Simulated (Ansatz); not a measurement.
Consider the difluorocarbene loss: `FCC(F)(C(F)(F)F)C(F)(F)F` → `FCC(F)(F)C(F)(F)F` + `F[C]F`.

Gas-phase electronic energies from Ansatz, PBE0-D4/def2-TZVP geometries. CBS: MP2 limit from def2 TZ/QZ plus the TZ coupled-cluster correction, frozen cores. This one scheme is used for every species. Functionals use def2-TZVPP. HSE06 is defined as in plane-wave codes. One conformer a species, not always the lowest.

`FCC(F)(C(F)(F)F)C(F)(F)F`:

Cartesian coordinates in Å:
```
F -0.222 -2.264 0.726
C -0.429 -0.947 1.025
C -0.309 -0.087 -0.225
F -1.362 -0.327 -1.058
C 0.984 -0.398 -1.021
F 2.025 -0.487 -0.193
F 0.858 -1.543 -1.670
F 1.248 0.552 -1.915
C -0.390 1.404 0.180
F -0.596 2.186 -0.865
F -1.404 1.583 1.030
F 0.730 1.786 0.792
H 0.306 -0.629 1.768
H -1.438 -0.829 1.424
```

`FCC(F)(F)C(F)(F)F`:

```xyz
11

F     0.829    1.683   -1.544
C     0.049    1.184   -0.541
C     0.414   -0.271   -0.315
F     1.712   -0.384    0.021
F     0.210   -0.987   -1.436
C    -0.419   -0.919    0.813
F    -0.083   -2.187    0.977
F    -1.717   -0.854    0.517
F    -0.219   -0.270    1.960
H     0.228    1.750    0.376
H    -1.003    1.254   -0.829
```

`F[C]F`:

Z-matrix (Å, degrees):
```
C
F 1 1.296
F 1 1.296 2 104.7
```

**Question.** Is it downhill or uphill in electronic energy at CCSD(T)/CBS, and by how much? (An estimate is asked.)

**Answer.** The calculation gave: Uphill: ΔE = +2.62 eV.

**Question.** What do these levels give: PBE-D4, r2SCAN-D4, B97M-V, PBE0-D4, r2SCAN0-D4, HSE06-D4, PBE-QIDH, r2SCAN0, HF/def2-QZVPP, MP2/def2-QZVPP, HF/CBS(def2), CCSD/CBS(def2)? (Estimate.)

**Answer.** Computed: PBE-D4 2.64, r2SCAN-D4 2.79, B97M-V 2.65, PBE0-D4 2.79, r2SCAN0-D4 2.87, HSE06-D4 2.79, PBE-QIDH 2.83, r2SCAN0 2.83, HF/def2-QZVPP 2.16, MP2/def2-QZVPP 2.80, HF/CBS(def2) 2.16, CCSD/CBS(def2) 2.59 eV.

**Question.** What do rigid-rotor, harmonic-oscillator terms from PBE0-D4/def2-TZVP frequencies (298.15 K, 1 bar) make of the CCSD(T)/CBS value? (Estimate.)

**Answer.** Ansatz gave: ΔZPE = -0.16 eV, ΔH = +2.50 eV, ΔS = 188 J/(mol·K), ΔG = +1.92 eV.

Largest T1 diagnostic among the species: 0.017.

In def2-TZVPP, CCSD(T) changes the Hartree–Fock value by +0.42 eV (the triples alone add +0.02 eV) and MP2 by +0.62 eV. The D4 term adds +0.19 eV with B3LYP and +0.10 eV with PBE0; it sums over pairs of atoms, weighted by their polarisabilities, and B3LYP, whose exchange is more repulsive, gets the larger term. From BLYP to BHLYP (50 % exact exchange), in def2-TZVPP and without D4, ΔE moves by +0.43 eV.

B3LYP here is the variant with VWN-RPA as its local correlation; programs differ in this.
